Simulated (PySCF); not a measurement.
Cartesian coordinates in Å; atom numbers follow the order of the lines, from 1:
```xyz
12

B     0.031   -1.448    0.044
C     1.371   -0.649   -0.101
C     1.341    0.703   -0.038
B    -0.033    1.447    0.097
C    -1.369    0.644   -0.078
C    -1.337   -0.708   -0.140
H     0.052   -2.614    0.375
H     2.336   -1.171   -0.162
H     2.283    1.267   -0.048
H    -0.063    2.633    0.345
H    -2.334    1.166   -0.117
H    -2.276   -1.272   -0.229
```

Geometry: PBE0-D3(BJ)/def2-SVP; GIAO absolute shieldings from PySCF 2.14.0 with density-fitted response routines, gas phase, non-relativistic, averaged over equivalent atoms.

At PBE0/pcSseg-1 (132 basis functions, 11 s wall time on 1 thread of an Arm Neoverse V1, shared host):
```
        atoms  σ (ppm)
        B1/B4     38.6
  C2/C3/C5/C6     21.3
H8/H9/H11/H12    23.80
       H7/H10    25.01
```

Predict the values at B97-2/pcSseg-2 on the same geometry.

Results:


```json
{"atoms": "B1/B4", "σ at B97-2/pcSseg-2": "39.7", "change": "+1.1"}
{"atoms": "C2/C3/C5/C6", "σ at B97-2/pcSseg-2": "20.0", "change": "-1.3"}
{"atoms": "H8/H9/H11/H12", "σ at B97-2/pcSseg-2": "23.86", "change": "+0.06"}
{"atoms": "H7/H10", "σ at B97-2/pcSseg-2": "25.28", "change": "+0.27"}
```

The largest change is at C2/C3/C5/C6 (alkene CH). Cost: 300 basis functions, 50 s wall time on 1 thread of an Arm Neoverse V1, shared host.

A carbon bonded to boron is broadened by the quadrupolar boron nucleus and is often missing from a measured spectrum.
